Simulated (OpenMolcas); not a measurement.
**N+: effect of the active space**

```
Program             : OpenMolcas 26.06
Method              : CASSCF
Basis               : ANO-RCC-VDZP
Scalar Hamiltonian  : DKH2, point nucleus
Spin-orbit coupling : state interaction with AMFI integrals over the reference wave functions, term energies averaged over their components
```

A. 2 electrons in 3 orbitals (2p); 2S+1 = 3 even, 3 roots; 2S+1 = 1 even, 6 roots; cost of the order of 3 core-seconds
B. 4 electrons in 4 orbitals (2s 2p); 2S+1 = 3 even, 6 roots; 2S+1 = 1 even, 6 roots; 2S+1 = 5 odd, 1 root; 2S+1 = 3 odd, 9 roots; 2S+1 = 1 odd, 8 roots; cost of the order of 20 core-seconds

Energies in cm-1 above 2s2 2p2 3P0, the measured ground level; measured values from NIST Handbook of Basic Atomic Spectroscopic Data.

```json
{"Level": "2s2 2p2 3P0", "A": "0.0", "B": "0.0", "Measured": "0.0"}
{"Level": "2s2 2p2 3P1", "A": "48.4", "B": "44.9", "Measured": "48.7"}
{"Level": "2s2 2p2 3P2", "A": "144", "B": "133", "Measured": "131"}
{"Level": "2s2 2p2 1D2", "A": "17732", "B": "17440", "Measured": "15316"}
{"Level": "2s2 2p2 1S0", "A": "43716", "B": "30572", "Measured": "32689"}
```

Deviations, from unrounded energies. A percentage is the sum of absolute deviations over the sum of measured energies, with the sign that they share, or ± where signs differ.

```tsv
Against measurement	Levels	A	B
mean absolute deviation (cm-1)	4	3400	1100
fine structure of the ground term (%)	2	±7.6	±3.5
other terms of the ground configuration (%)	2	+28.0	±8.8
```

B lies closest to measurement on these levels. The largest miss of B in the table is 2s2 2p2 1D2, by +2100 cm-1. The ranking rests on the paired levels alone, and a cruder setting can come out closer through cancelling errors.

Between A and B the level of the table that moves most is 2s2 2p2 1S0, by 13000 cm-1 (lowest in B, highest in A).

Without dynamic correlation excited terms often stand tens of per cent too high (terms of higher spin than the ground term too low), and those without a measured partner can miss by more than the paired ones. With the s shell closed, the reference lacks s² → p² mixing (holds for A). Computed and measured levels are paired by configuration, term and J; levels that our copy of the source lacks, or whose pairing is in doubt (as where it misses far off the trend of its configuration), stay unpaired and out of the deviations. Levels of configurations outside the active space are missing. The table leaves out levels that lie high or whose names do not pair safely across all columns.
